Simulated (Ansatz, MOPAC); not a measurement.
System: LiOH, charge 0, multiplicity 1. SMILES: [Li][OH]

Atoms: Li1, O2, H3. Bonds: Li1-O2, O2-H3.

Bond lengths (Å) and angles (degrees) optimised at AM1 with MOPAC; PM7 with MOPAC; HF/6-31G* with Ansatz (an electronic-structure program), each started from the B3LYP-D3(BJ)/def2-TZVP structure (Ansatz) of the last column. A row stands for all coordinates that are equal there. 6-31G* holds six Cartesian d functions. At AM1 the structure is a saddle point.

```json
[
 {"coordinate": "Li1-O2", "AM1": "1.570", "PM7": "1.552", "HF/6-31G*": "1.592", "B3LYP-D3(BJ)/def2-TZVP": "1.573"},
 {"coordinate": "O2-H3", "AM1": "0.925", "PM7": "0.882", "HF/6-31G*": "0.938", "B3LYP-D3(BJ)/def2-TZVP": "0.951"},
 {"coordinate": "Li1-O2-H3", "AM1": "180.0", "PM7": "180.0", "HF/6-31G*": "180.0", "B3LYP-D3(BJ)/def2-TZVP": "180.0"}
]
```

Mean signed difference of all 2 bond lengths from B3LYP-D3(BJ)/def2-TZVP: AM1 -0.014 Å, PM7 -0.045 Å, HF/6-31G* 0.003 Å.
